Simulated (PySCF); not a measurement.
Match the calculated data to a structure.

All candidates are C5H14Si2.

- Triplet: lowest triplet excitation (Tamm–Dancoff): 4.06 eV [TDA B3LYP/def2-SVPD]
- Valence photoelectron: vertical ionisation energy: 9.25 eV [ΔSCF B3LYP/def2-SVPD]
- Rotational structure: rotational constants A, B, C: 4.321, 0.618, 0.568 GHz [PBE0-D3(BJ)/def2-SVP]
- 13C NMR: chemical shifts (computed TMS as zero) by class: 157.1 (1 C), 150.9 (1 C), 20.2 (2 C), 14.1 (1 C) ppm [GIAO B97-2/pcSseg-1]
- Dipole: 0.86 D [B3LYP/def2-SVPD]
- XPS: Si2p3/2 106.1, Si2p3/2 106.5, C1s 289.9, C1s 290.0, C1s 290.0, C1s 290.5 (×2), Si1s 1845.9, Si1s 1846.3 eV [ΔSCF SCAN, pcX-2 on the ionised atom, pcseg-1 elsewhere, spin-free X2C, 2p3/2 from a spin–orbit splitting computed afterwards within the 2p shell]

Gas-phase values; electronic properties from PySCF, density fitting. Levels stand in brackets. Geometry: PBE0-D3(BJ)/def2-SVP, one conformer, isolated molecule. NMR classes are plain means over equivalent atoms (diastereotopic ones count apart unless rotation or inversion swaps them), as if these changed places fast.

**Question.** Which candidate is it?
A. `CC(C)[SiH2]/C=C/[SiH3]`
B. `[SiH3][SiH2]C1CCCC1`
C. `CCC/C([SiH3])=C\[SiH3]`

**Answer.** A. It is `CC(C)[SiH2]/C=C/[SiH3]`. Numbering: `[CH3:1][CH:2]([CH3:3])[SiH2:4]/[CH:5]=[CH:6]/[SiH3:7]`. Its formula, C5H14Si2, gives 1 degree of unsaturation: 0 rings and 1 π bond in the structure found. 5 carbons fall into 4 classes; from least to most shielded: alkene CH carbon [C5] (157.1 ppm), alkene CH carbon [C6] (150.9 ppm), methyl carbon [C1/C3] (20.2 ppm, 2 C), sp3 carbon bound to silicon [C2] (14.1 ppm). The core levels belong to: Si2p3/2 106.1 eV, SiH2 silicon [Si4]; Si2p3/2 106.5 eV, SiH3 silicon [Si7]; C1s 289.9 eV, alkene CH carbon [C5]; C1s 290.0 eV, alkene CH carbon [C6]; C1s 290.0 eV, sp3 carbon bound to silicon [C2]; C1s 290.5 eV, methyl carbon [C1/C3]; Si1s 1845.9 eV, SiH2 silicon [Si4]; Si1s 1846.3 eV, SiH3 silicon [Si7]. One atom of each topological class was ionised and stands for its class. The first electron is taken from the HOMO, whose largest Löwdin shares are 0.21 on an alkene CH carbon, 0.20 on an alkene CH carbon, 0.17 on the sp3 carbon bound to silicon and 0.12 on the SiH2 silicon. The optimised geometry has point group C1 and is an asymmetric top.

The others, at the same levels:
- `[SiH3][SiH2]C1CCCC1` fails: its computed core binding energies are Si2p3/2 106.1, Si2p3/2 106.3, C1s 289.9, C1s 290.3 (×2), C1s 290.3 (×2), Si1s 1845.8, Si1s 1846.0 eV, rotational constant A is 3.019 GHz (against 4.321 GHz) and smallest rotational constant is 0.890 GHz (against 0.568 GHz).
- `CCC/C([SiH3])=C\[SiH3]` fails: its computed core binding energies are Si2p3/2 106.4, Si2p3/2 106.5, C1s 289.7, C1s 290.0, C1s 290.5, C1s 290.6, C1s 290.6, Si1s 1846.2, Si1s 1846.3 eV, rotational constant A is 1.820 GHz (against 4.321 GHz) and smallest rotational constant is 0.821 GHz (against 0.568 GHz).

Each candidate is one conformer, not necessarily the lowest. The conformers computed, where there is a choice (atom-mapped SMILES and torsion angles):
- `[CH3:1][CH:2]([CH3:3])[SiH2:4]/[CH:5]=[CH:6]/[SiH3:7]`: C1–C2–Si4–C5 -57°, C2–Si4–C5–C6 117°
- `[CH3:1][CH2:2][CH2:3]/[C:4]([SiH3:5])=[CH:6]\[SiH3:7]`: C1–C2–C3–C4 -62°, C2–C3–C4–Si5 -57°

The conformers of `[SiH3][SiH2]C1CCCC1` aren't listed.
